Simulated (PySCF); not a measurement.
## Dipole moment and polarisability of `FC1(F)CC12CCC2`

Species: C6H8F2.
Numbering: `[F:1][C:2]1([F:3])[CH2:4][C:5]12[CH2:6][CH2:7][CH2:8]2` (hydrogens: H9, H10 on C4; H11, H12 on C6; H13, H14 on C7; H15, H16 on C8)

Structure used (PBE0-D3(BJ)/def2-SVP), in Å, numbered top down from 1:
```xyz
16
C6H8F2 angstrom
F     -1.3261   -0.4507    2.1239
C     -1.2536   -0.7223    0.8133
F     -1.3868   -2.0415    0.6176
C     -1.8353    0.2228   -0.1628
C     -0.3266    0.0472   -0.0370
C      0.6643   -0.5682   -1.0146
C      1.7885    0.1361   -0.2197
C      0.7272    1.0129    0.4854
H     -2.2713    1.1471    0.2264
H     -2.3182   -0.2032   -1.0468
H      0.5481   -0.1629   -2.0317
H      0.6828   -1.6667   -1.0670
H      2.2907   -0.5474    0.4800
H      2.5553    0.6619   -0.8061
H      0.6348    2.0123    0.0329
H      0.7936    1.1190    1.5781
```

Level: CAM-B3LYP/def2-SVPD (PySCF), static field, nuclei fixed, core orbitals frozen in the response. The polarisability tensor in these axes (au):

```
x   74.89  1.82 -2.30
y    1.82 64.25  1.00
z   -2.30  1.00 64.33
```

Task: What are the eigenvalues, a third of the trace, and Δα (Δα² = ½Σ(αi − αj)² over the three pairs)?

Result: Principal values 62.59, 65.28 and 75.59 au; mean 67.82 au = 10.05 Å³ = 11.18 × 10⁻⁴⁰ C²·m²/J; Δα = 11.88 au (18 % of the mean).

Task: What is the dipole moment, and where does it point?

Result: (0.78, 1.58, -1.70) D, 2.45 D in size, pointing from the negative to the positive side. Measured along this direction, the outermost atoms are F1 and F3 at the negative end and H14 at the positive end.

Task: Directions of the eigenvectors, and the extent of the frame along each?

Result: Largest value along (0.97, 0.14, -0.19), where the nuclei span 4.82 Å; middle along (0.03, 0.72, 0.69), 3.84 Å; least along (0.23, -0.68, 0.70), 2.69 Å. The response follows the extents in order.

Task: What depolarisation ratio follows for Rayleigh scattering of linearly polarised light, taking the static tensor?

Result: ρ = 3Δα²/(45ᾱ² + 4Δα²) = 423.7/(206992 + 564.9) = 0.00204.

Task: Traceless (Buckingham) quadrupole moment about the centre of nuclear charge: eigenvalues?

Result: -4.11, -0.44, 4.55 D·Å. The values depend on the origin, since the dipole doesn't vanish. The electronic extent ⟨r²⟩ about the same centre is 885 bohr², a root-mean-square distance of 2.00 Å for the 62 electrons.

Geometry: PBE0-D3(BJ)/def2-SVP; no solvent, vibrations or thermal averaging.
